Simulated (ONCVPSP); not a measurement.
**What one change does to a pseudopotential (potassium, ONCV)**

- Element: K
- Generator: ONCVPSP 4.0.1
- Type: optimised norm-conserving Vanderbilt (ONCV)
- Functional: LDA (Perdew-Wang 92)
- Relativity: scalar-relativistic
- Frozen core: [Ne]
- Valence charge: 9
- Reference configuration: 3s2 3p6 4s0.5 4p0.5
- Partial waves: 3s+4s: rc 2.35 bohr, ncon 5, nbas 8, qcut 5.7 1/bohr, 2 projectors; 3p+4p: rc 2.70 bohr, ncon 4, nbas 8, qcut 5.1 1/bohr, 2 projectors; d scattering state at 0.02 Ha: rc 2.10 bohr, ncon 5, nbas 8, qcut 4.3 1/bohr, 2 projectors, debl 3 Ha
- Local potential: polynomial inside 1.95 bohr (lpopt 4, dvloc0 0 Ha)
- Core correction: Teter function fitted to the true core (icmod 2), fcfact 0.45

All-electron outer shells of the reference configuration (LDA (PZ), scalar-relativistic, ld1.x):

```csv
shell,level (eV),outermost node (bohr),outermost maximum (bohr)
2p,-280.80,–,0.26
3s,-35.94,0.48,1.07
3p,-19.59,0.45,1.15
4s,-2.79,1.58,3.98
4p,-1.16,1.87,5.71
```

Change: s: qcut 5.2.

Cutoffs: the cutoffs (Ha) at which the residual kinetic energy of the hardest occupied pseudo-wave falls to 1 and 0.1 mHa per electron; they do not see the model core or the augmentation charge, which bear on the density cutoff. Errors are all-electron minus pseudo energies relative to the spin-unpolarised reference configuration.

Problem. Predict the effect on cutoff, ghosts and configuration errors.

Solution. The potential gets softer (9.6 Ha and 13 Ha → 8.9 Ha and 11 Ha); the errors of the 4 common tests hardly move; neither file shows a bound ghost. The waves are optimised to have the least kinetic energy above qcut, so the cutoff follows it (qcut²/2 in Ha).

| quantity | base | changed |
| --- | --- | --- |
| cutoff, loose | 9.6 Ha | 8.9 Ha |
| cutoff, tight | 13 Ha | 11 Ha |
| loose cutoff by channel | s 9.6 Ha, p 8.9 Ha | s 8.1 Ha, p 8.9 Ha |
| bound ghosts | none | none |
| GHOST(+) flags under 300 eV | none | none |
| error for 3s2 3p6 4s1 4p0, meV [ΔE -0.80 eV] | 0.0 | 0.0 |
| error for 3s2 3p6 4s0 4p0, meV [ΔE 3.60 eV] | -0.1 | -0.1 |
| error for 3s2 3p6 4s0.5 4p0, meV [ΔE 0.91 eV] | 0.0 | 0.0 |
| error for 3s1 3p6 4s1 4p0, meV [ΔE 41.03 eV] | -186 | -207 |
| s: phases at 2.38 bohr within 0.05 rad from the reference energy up to (Ha; the scan ends near 5) | 3.9 | 3.8 |
| p: phases at 2.73 bohr within 0.05 rad from the reference energy up to (Ha; the scan ends near 5) | 3.3 | 3.3 |
| d: phases at 2.13 bohr within 0.05 rad from the reference energy up to (Ha; the scan ends near 5) | to the end of the scan | to the end of the scan |
| rms error of d²Exc/dni dnj with the model core, mHa | 0.60 | 0.65 |

Base: The cutoffs count occupied waves only; projector 2 of the d channel, the hardest unoccupied one, needs 58 Ha at the loose tolerance. Changed file: The cutoffs count occupied waves only; projector 2 of the d channel, the hardest unoccupied one, needs 58 Ha at the loose tolerance.
